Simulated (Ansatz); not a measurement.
Z-matrix (Å, degrees):
```
B
Si 1 1.9984
H 2 1.4979 1 115.21
H 2 1.4979 3 109.00 1 -131.14
H 2 1.5076 3 107.50 4 -116.21
Si 1 1.9994 2 118.94 3 23.73
H 6 1.4974 1 115.55 2 153.84
H 6 1.4984 7 108.82 1 129.64
H 6 1.5066 7 107.77 8 115.96
Si 1 1.9994 2 118.89 3 -152.62
H 10 1.4973 1 115.46 2 -153.16
H 10 1.4984 11 108.83 1 -129.68
H 10 1.5065 11 107.75 12 -115.97
```
Charge 0, multiplicity 1.

Calculation: frozen-core CCSD(T)/cc-pVTZ // PBE-D3(BJ)/def2-TZVP (Ansatz, a program for electronic structure).

```json
{
 "HF energy": "-896.71263 Ha",
 "MP2 correlation energy": "-0.48149 Ha"
}
```

Question: Estimate the CCSD correlation energy, the (T) correction, the total energy and the T1 diagnostic.

Answer: 
```yaml
CCSD correlation energy: -0.56433 Ha
"(T) correction": -0.01992 Ha
CCSD(T) total energy: -897.29688 Ha
T1 diagnostic: 0.015
```
